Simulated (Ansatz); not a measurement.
Computed with Ansatz on PBE0-D4/def2-TZVP structures; ΔE is electronic, products minus reactants. CCSD(T)/CBS is the MP2 limit (def2-TZVPP, def2-QZVPP) plus CCSD(T) − MP2 in def2-TZVPP, frozen cores. This one scheme is used for every species. Functionals use def2-TZVPP. B3LYP here is the variant with VWN-RPA as its local correlation; programs differ in this. Each species was taken in one conformer, which may not be the lowest.

`[SiH3]N([SiH3])[Si]S` + `O[SiH3]` → `[SiH3]O[Si]S` + `[SiH3]N[SiH3]`  (ligand exchange at the Si–N bond)

Is it downhill or uphill in electronic energy at CCSD(T)/CBS, and by how much? (Best estimate.)

Computed: Downhill: ΔE = -10.6 kcal/mol.

What do these levels give: PBE0-D4, BHLYP-D4, BLYP, PBE0, B3LYP, r2SCANh, HF/def2-SVP, CCSD/def2-SVP, HF/def2-TZVPP, SCS-MP2/def2-TZVPP, SCS-MP2/def2-QZVPP, MP2/CBS(def2)? (Estimate.)

The calculation gave: PBE0-D4 -9.7, BHLYP-D4 -12.7, BLYP -15.2, PBE0 -11.5, B3LYP -15.1, r2SCANh -11.7, HF/def2-SVP -17.8, CCSD/def2-SVP -12.7, HF/def2-TZVPP -18.4, SCS-MP2/def2-TZVPP -11.7, SCS-MP2/def2-QZVPP -11.7, MP2/CBS(def2) -9.8 kcal/mol.

Largest T1 diagnostic among the species: 0.015.

At CCSD(T), def2-SVP lies −1.0 kcal/mol from the extrapolated value and def2-TZVPP −0.2 kcal/mol. The D4 term adds +3.4 kcal/mol with B3LYP and +1.8 kcal/mol with PBE0; it sums over pairs of atoms, weighted by their polarisabilities, and B3LYP, whose exchange is more repulsive, gets the larger term. Leaving LDA and LC-ωPBE aside and taking each functional with its dispersion term where it has one, the values, not all of them listed here, spread over 5.6 kcal/mol, from CAM-B3LYP-D4 to revPBE-D4. LDA lies +2.5 kcal/mol from PBE without D4.
